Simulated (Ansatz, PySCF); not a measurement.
Dimer: C2H4 (SMILES C=C) (first 6 atoms) with CH6Si (SMILES C[SiH3]); geometry from B3LYP-D3(BJ)/def2-TZVP.
(charge 0, multiplicity 1):
```json
[
 {"atom": "C", "x (Å)": "0.4907", "y (Å)": "-0.0153", "z (Å)": "0.0182"},
 {"atom": "C", "x (Å)": "-0.8089", "y (Å)": "0.2180", "z (Å)": "0.1247"},
 {"atom": "H", "x (Å)": "1.2180", "y (Å)": "0.5442", "z (Å)": "0.5933"},
 {"atom": "H", "x (Å)": "0.8806", "y (Å)": "-0.7758", "z (Å)": "-0.6477"},
 {"atom": "H", "x (Å)": "-1.5376", "y (Å)": "-0.3411", "z (Å)": "-0.4499"},
 {"atom": "H", "x (Å)": "-1.1958", "y (Å)": "0.9785", "z (Å)": "0.7919"},
 {"atom": "C", "x (Å)": "-0.7615", "y (Å)": "-1.0162", "z (Å)": "3.7708"},
 {"atom": "Si", "x (Å)": "0.5321", "y (Å)": "0.3367", "z (Å)": "3.8616"},
 {"atom": "H", "x (Å)": "-1.7156", "y (Å)": "-0.6699", "z (Å)": "4.1723"},
 {"atom": "H", "x (Å)": "-0.4501", "y (Å)": "-1.8898", "z (Å)": "4.3465"},
 {"atom": "H", "x (Å)": "-0.9168", "y (Å)": "-1.3242", "z (Å)": "2.7362"},
 {"atom": "H", "x (Å)": "0.1011", "y (Å)": "1.5342", "z (Å)": "3.0992"},
 {"atom": "H", "x (Å)": "1.8239", "y (Å)": "-0.1275", "z (Å)": "3.3002"},
 {"atom": "H", "x (Å)": "0.7612", "y (Å)": "0.7482", "z (Å)": "5.2690"}
]
```

Monomers are frozen at their geometry in the pair; levels with a basis set take the counterpoise correction. Rows marked so take none.

Rows in 3-21G, 6-31G* carry no dispersion term and start afresh at each structure (6-31G* with six Cartesian d functions).

Codes used: Ansatz (an electronic-structure program); PySCF for 3-21G rows, 6-31G* rows, the dispersion terms. Values without a source in brackets are computed.

Q: One of these levels gives 0.96 kcal/mol for the interaction energy. Which?
(A) HF/6-31G*
(B) HF/3-21G (no counterpoise)
(C) HF/6-31G* (no counterpoise)
(D) r2SCAN-D3(BJ)/def2-TZVPPD

A: A, HF/6-31G*. The others give -0.81 (HF/3-21G (no counterpoise)), 0.07 (HF/6-31G* (no counterpoise)), -1.66 (r2SCAN-D3(BJ)/def2-TZVPPD)
